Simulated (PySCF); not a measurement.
A calculated (PBE, PySCF 2.14, def2-TZVP, no relativity, point nucleus) atom or ion has these occupied shells.

```csv
shell,electrons,orbital energy (eV),"rms radius, mean of both spins (bohr)"
1s α,1,-1267.3,0.152
1s β,1,-1267.2,0.152
2s α,1,-88.778,0.764
2s β,1,-88.629,0.764
2p α,3,-55.888,0.778
2p β,3,-55.728,0.778
3s α,1,-11.928,3.00
```

Task: Name the element and its charge.

Result: Mg⁺ (magnesium, charge +1), in [Ne] 3s1, 2S determinant.
